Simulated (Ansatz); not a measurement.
Steps of a relaxation of C2H9OSbSi (`C[O][Sb]([CH3])[SiH3]`) with RKS PBE-D4/def2-SVP.

```sh
$ ansatz run in.yaml --threads 4 --pin off --events-out ev --progress --plain --max-ram 11315MiB
```

```yaml
crystal:
  periodic: [false, false, false]
  atoms:
    - {symbol: C, position_ang: [-2.108800, 0.777000, 0.767600]}
    - {symbol: O, position_ang: [-1.092700, -0.061200, 0.962900]}
    - {symbol: Sb, position_ang: [-0.452900, -0.638000, -0.883000]}
    - {symbol: C, position_ang: [1.014900, -2.062800, 0.005300]}
    - {symbol: Si, position_ang: [1.356400, 1.142200, -0.900200]}
    - {symbol: H, position_ang: [-2.544300, 1.170500, 1.739300]}
    - {symbol: H, position_ang: [-1.793400, 1.722400, 0.198900]}
    - {symbol: H, position_ang: [-2.944200, 0.330100, 0.206400]}
    - {symbol: H, position_ang: [1.462900, -1.599000, 0.918800]}
    - {symbol: H, position_ang: [1.692500, -2.380800, -0.725000]}
    - {symbol: H, position_ang: [0.360000, -2.961900, 0.369000]}
    - {symbol: H, position_ang: [2.053000, 1.176900, 0.438100]}
    - {symbol: H, position_ang: [0.678000, 2.482900, -1.144300]}
    - {symbol: H, position_ang: [2.306000, 0.872700, -1.925000]}
basis:
  gaussian: {orbitals: def2-SVP}
hamiltonian: {xc: pbe, dispersion: d4}
relax: {f_tol: 0.03, max_steps: 200}
```

Positions (Å) and forces (eV/Å) along the path, 9 of 9 steps:

```xyz
14
step=1 energy=-18667.1460 eV
C    -2.109    0.777    0.768   -1.849    3.014    0.218
O    -1.093   -0.061    0.963    2.124   -1.811    0.560
Sb   -0.453   -0.638   -0.883    0.513   -1.173   -0.134
C     1.015   -2.063    0.005   -3.073   -0.370    2.375
Si    1.356    1.142   -0.900   -0.964    1.012    1.244
H    -2.544    1.171    1.739    0.278   -0.332   -0.333
H    -1.793    1.722    0.199   -0.415   -0.296    0.232
H    -2.944    0.330    0.206   -0.695   -0.065   -0.315
H     1.463   -1.599    0.919    0.023   -0.090   -0.497
H     1.692   -2.381   -0.725    1.662   -0.677   -1.468
H     0.360   -2.962    0.369    1.047    1.171   -0.578
H     2.053    1.177    0.438   -0.031    0.001   -0.067
H     0.678    2.483   -1.144    0.253   -0.140    0.015
H     2.306    0.873   -1.925    1.127   -0.245   -1.251
14
step=2 energy=-18667.5165 eV
C    -2.168    0.825    0.781   -0.775    1.101   -0.120
O    -1.126   -0.075    0.882    0.699   -0.669    0.072
Sb   -0.356   -0.779   -0.906   -0.369    0.387   -0.182
C     0.985   -2.226    0.034   -0.581    0.146    1.040
Si    1.371    1.265   -0.938   -0.378   -0.308    0.431
H    -2.525    1.147    1.802    0.282   -0.288   -0.248
H    -1.907    1.795    0.250   -0.003   -0.332    0.157
H    -3.075    0.433    0.252   -0.011   -0.054    0.000
H     1.387   -1.657    0.905    0.205   -0.374   -0.189
H     1.759   -2.540   -0.670    0.432   -0.012   -0.236
H     0.436   -3.135    0.416    0.137    0.597   -0.324
H     2.061    1.282    0.401    0.039    0.024   -0.009
H     0.779    2.635   -1.182   -0.119   -0.193    0.009
H     2.365    1.001   -1.997    0.443   -0.026   -0.401
14
step=3 energy=-18667.6345 eV
C    -2.222    0.819    0.798   -0.524    0.593   -0.038
O    -1.158   -0.084    0.851    0.255   -0.213   -0.136
Sb   -0.399   -0.755   -0.953    0.165    0.396    0.273
C     0.990   -2.111    0.053   -0.174   -0.211    0.310
Si    1.435    1.170   -0.949   -0.312   -0.106    0.024
H    -2.540    1.091    1.841    0.198   -0.193   -0.211
H    -1.985    1.802    0.292    0.062   -0.259    0.109
H    -3.145    0.432    0.284    0.138   -0.047    0.055
H     1.429   -1.635    0.963   -0.115   -0.069   -0.338
H     1.774   -2.405   -0.672    0.068    0.029    0.077
H     0.418   -3.020    0.354    0.155    0.174   -0.052
H     2.128    1.205    0.387   -0.005   -0.035   -0.001
H     0.804    2.519   -1.193   -0.007   -0.040    0.010
H     2.456    0.942   -2.027    0.097   -0.018   -0.082
14
step=4 energy=-18667.6576 eV
C    -2.211    0.824    0.796   -0.388    0.388   -0.006
O    -1.146   -0.083    0.845    0.176   -0.128   -0.067
Sb   -0.393   -0.740   -0.955    0.007    0.107    0.102
C     0.981   -2.107    0.054   -0.020   -0.140    0.118
Si    1.419    1.158   -0.954   -0.064   -0.002   -0.003
H    -2.525    1.073    1.841    0.118   -0.115   -0.106
H    -1.966    1.808    0.307    0.058   -0.152    0.052
H    -3.129    0.441    0.276    0.108   -0.040    0.030
H     1.380   -1.621    0.970   -0.044   -0.038   -0.172
H     1.802   -2.375   -0.644   -0.015    0.051    0.097
H     0.430   -3.029    0.334    0.049    0.093   -0.028
H     2.111    1.185    0.384    0.002   -0.013   -0.005
H     0.784    2.504   -1.192   -0.007   -0.014    0.005
H     2.450    0.934   -2.032    0.020    0.003   -0.016
14
step=5 energy=-18667.6676 eV
C    -2.185    0.820    0.806   -0.023    0.038    0.006
O    -1.093   -0.070    0.815   -0.065    0.011    0.030
Sb   -0.388   -0.736   -0.992    0.016    0.011    0.045
C     0.944   -2.104    0.072    0.161   -0.057   -0.028
Si    1.415    1.159   -0.989    0.045   -0.041   -0.028
H    -2.488    1.004    1.862    0.029   -0.014   -0.035
H    -1.942    1.817    0.357   -0.019   -0.016    0.011
H    -3.087    0.428    0.271    0.019    0.008    0.004
H     1.202   -1.619    1.038   -0.035   -0.061   -0.143
H     1.863   -2.290   -0.530   -0.161    0.020    0.151
H     0.415   -3.061    0.256    0.059    0.075   -0.016
H     2.110    1.175    0.347   -0.008    0.004    0.000
H     0.770    2.501   -1.219   -0.012   -0.002    0.009
H     2.451    0.946   -2.066   -0.006    0.025   -0.006
14
step=6 energy=-18667.6694 eV
C    -2.184    0.839    0.774   -0.059    0.043    0.001
O    -1.103   -0.061    0.779    0.040   -0.015    0.064
Sb   -0.371   -0.769   -1.001   -0.046    0.007   -0.046
C     0.948   -2.121    0.099   -0.003   -0.003   -0.016
Si    1.417    1.135   -0.986    0.081    0.036   -0.032
H    -2.465    1.035    1.833    0.000   -0.015   -0.003
H    -1.951    1.832    0.316    0.064    0.001   -0.026
H    -3.099    0.454    0.260   -0.003   -0.046   -0.012
H     1.154   -1.616    1.060    0.025   -0.007    0.050
H     1.890   -2.286   -0.459   -0.004    0.005    0.011
H     0.442   -3.088    0.277   -0.013    0.007   -0.014
H     2.240    1.053    0.276   -0.063    0.022   -0.001
H     0.703    2.459   -1.043   -0.016    0.014    0.064
H     2.368    1.104   -2.157   -0.004   -0.048   -0.039
14
step=7 energy=-18667.6739 eV
C    -2.177    0.840    0.772    0.004    0.011    0.004
O    -1.087   -0.053    0.808   -0.076    0.048    0.027
Sb   -0.376   -0.761   -0.981    0.014   -0.012   -0.021
C     0.946   -2.122    0.105   -0.001   -0.009   -0.002
Si    1.414    1.144   -0.994    0.018    0.001   -0.013
H    -2.491    1.037    1.822    0.020   -0.011   -0.017
H    -1.930    1.832    0.316    0.004   -0.035    0.006
H    -3.073    0.443    0.232    0.028   -0.002    0.006
H     1.143   -1.645    1.084   -0.002    0.006   -0.001
H     1.895   -2.273   -0.445    0.000    0.000    0.001
H     0.440   -3.095    0.252    0.004    0.002   -0.006
H     2.241    1.056    0.262   -0.008    0.013    0.001
H     0.702    2.472   -1.020    0.002   -0.006    0.016
H     2.340    1.095   -2.184   -0.007   -0.007   -0.004
14
step=8 energy=-18667.6744 eV
C    -2.175    0.843    0.771   -0.001    0.004    0.000
O    -1.091   -0.057    0.809   -0.017    0.008    0.003
Sb   -0.377   -0.765   -0.980    0.004    0.000   -0.005
C     0.947   -2.124    0.105   -0.004   -0.002    0.005
Si    1.412    1.142   -0.993   -0.005    0.005    0.005
H    -2.484    1.047    1.820    0.003   -0.001   -0.002
H    -1.923    1.830    0.307    0.005   -0.012    0.000
H    -3.074    0.448    0.234    0.005    0.000    0.002
H     1.130   -1.651    1.089    0.001   -0.002   -0.001
H     1.903   -2.261   -0.437    0.002    0.001    0.000
H     0.449   -3.103    0.241    0.002    0.001   -0.002
H     2.242    1.057    0.261    0.003   -0.001   -0.002
H     0.697    2.468   -1.007   -0.001   -0.001    0.001
H     2.331    1.096   -2.189    0.002   -0.002   -0.005
14
step=9 energy=-18667.6746 eV
C    -2.171    0.847    0.764   -0.004   -0.001    0.002
O    -1.095   -0.061    0.808    0.013   -0.014   -0.009
Sb   -0.375   -0.772   -0.979   -0.008    0.008    0.008
C     0.948   -2.128    0.111   -0.003    0.002    0.001
Si    1.407    1.142   -0.992    0.008    0.014    0.001
H    -2.475    1.062    1.812   -0.006    0.004    0.004
H    -1.911    1.828    0.292    0.007    0.003   -0.003
H    -3.073    0.454    0.233   -0.008    0.000    0.000
H     1.111   -1.662    1.102   -0.001    0.000   -0.001
H     1.913   -2.248   -0.419    0.006   -0.002   -0.001
H     0.460   -3.114    0.229    0.001    0.002    0.000
H     2.259    1.042    0.247   -0.008    0.003   -0.019
H     0.685    2.467   -0.974    0.013   -0.025   -0.002
H     2.305    1.115   -2.206   -0.010    0.004    0.020
```

It took 20 s on 4 threads of an Intel Xeon Platinum 8259CL on a shared host, with 0.21 GiB of host memory at the peak.
